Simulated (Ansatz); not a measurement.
A nudged elastic band was laid between two geometries of C2H6LiN (10 atoms, charge 0, multiplicity 1).

The calculation used RKS BLYP-D4/def2-SVP in Ansatz.

* movable images: 9
* climbing image: yes
* spring: 5.0 eV/Å²
* optimiser: quadratic models (default)
* start path: through a guess of the saddle point
* force threshold: 0.03 eV/Å
* iteration limit: 60
* end points: relaxed

Initial state:

```xyz
10
Properties=species:S:1:pos:R:3
Li -1.799 -0.996 -1.218
N -0.481 -0.271 -0.329
C 0.115 1.019 -0.615
C 0.188 -0.872 0.809
H -0.375 1.515 -1.486
H 0.046 1.746 0.244
H 1.214 0.963 -0.857
H -0.245 -1.868 1.063
H 0.127 -0.250 1.747
H 1.292 -1.038 0.646
```

Final state:

```xyz
10
Properties=species:S:1:pos:R:3
Li -1.829 -1.266 0.361
N -0.305 -0.374 -0.376
C 0.218 0.982 -0.642
C -0.050 -0.965 1.016
H -0.017 1.305 -1.680
H -0.264 1.700 0.053
H 1.320 1.057 -0.484
H 0.123 -1.014 -1.061
H -0.098 -0.105 1.727
H 0.986 -1.369 1.089
```

Q: What changes between the two ends?

A: Bonds broken: C4–H8. Bonds formed: Li1–C4, N2–H8.

Q: What energy profile does the band end with?

A: The forces met the threshold. The highest image is number 6 of 0 to 10, 2.68 eV above the first end and 2.00 eV above the last; the last end lies 0.69 eV above the first. A vibrational analysis at the climbing image gives one clearly imaginary mode, 1612i cm⁻¹: a first-order saddle point. The orbitals stay closed-shell, which can raise the energy where a bond breaks towards radicals; this wasn't checked here.

```json
{"image": "0", "path coordinate (Å)": "0.00", "energy (eV)": "0.00", "C4–H8 (Å)": "1.12", "Li1–C4 (Å)": "2.84", "N2–H8 (Å)": "2.13"}
{"image": "1", "path coordinate (Å)": "0.42", "energy (eV)": "0.03", "C4–H8 (Å)": "1.12", "Li1–C4 (Å)": "2.64", "N2–H8 (Å)": "2.13"}
{"image": "2", "path coordinate (Å)": "0.84", "energy (eV)": "0.10", "C4–H8 (Å)": "1.13", "Li1–C4 (Å)": "2.42", "N2–H8 (Å)": "2.13"}
{"image": "3", "path coordinate (Å)": "1.26", "energy (eV)": "0.25", "C4–H8 (Å)": "1.13", "Li1–C4 (Å)": "2.26", "N2–H8 (Å)": "2.12"}
{"image": "4", "path coordinate (Å)": "1.68", "energy (eV)": "0.67", "C4–H8 (Å)": "1.12", "Li1–C4 (Å)": "2.12", "N2–H8 (Å)": "1.97"}
{"image": "5", "path coordinate (Å)": "2.10", "energy (eV)": "1.82", "C4–H8 (Å)": "1.13", "Li1–C4 (Å)": "2.10", "N2–H8 (Å)": "1.67"}
{"image": "6", "path coordinate (Å)": "2.52", "energy (eV)": "2.68", "C4–H8 (Å)": "1.29", "Li1–C4 (Å)": "2.10", "N2–H8 (Å)": "1.31"}
{"image": "7", "path coordinate (Å)": "2.96", "energy (eV)": "1.75", "C4–H8 (Å)": "1.63", "Li1–C4 (Å)": "2.08", "N2–H8 (Å)": "1.06"}
{"image": "8", "path coordinate (Å)": "3.40", "energy (eV)": "0.91", "C4–H8 (Å)": "1.93", "Li1–C4 (Å)": "1.98", "N2–H8 (Å)": "1.03"}
{"image": "9", "path coordinate (Å)": "3.84", "energy (eV)": "0.71", "C4–H8 (Å)": "2.07", "Li1–C4 (Å)": "1.92", "N2–H8 (Å)": "1.03"}
{"image": "10", "path coordinate (Å)": "4.28", "energy (eV)": "0.69", "C4–H8 (Å)": "2.09", "Li1–C4 (Å)": "1.92", "N2–H8 (Å)": "1.03"}
```

Q: What is the geometry of the highest image?

A: 
```xyz
10
Properties=species:S:1:pos:R:3:forces:R:3
Li -1.785 -1.345 -0.020 0.00 0.00 0.00
N -0.472 -0.182 -0.366 0.00 -0.01 0.01
C 0.253 1.019 -0.742 0.01 0.00 0.00
C 0.022 -0.879 0.946 -0.01 0.01 0.00
H -0.147 1.447 -1.688 0.00 0.00 0.00
H 0.166 1.801 0.056 0.00 0.00 0.00
H 1.348 0.846 -0.891 0.00 0.00 0.00
H -0.036 -1.412 -0.230 0.00 0.00 0.00
H -0.397 -0.468 1.901 0.00 0.00 0.00
H 1.131 -0.877 1.037 0.00 0.00 0.00
```

Q: What are the harmonic wavenumbers there?

A: 1612i, 212, 251, 299, 383, 484, 637, 744, 955, 1025, 1062, 1094, 1152, 1326, 1379, 1411, 1426, 1506, 2003, 2832, 2846, 2885, 2944, 2965 cm⁻¹.

Run time: 2.4 min on 2 threads of Arm Neoverse V1, on a shared host, peak memory 0.12 GiB.
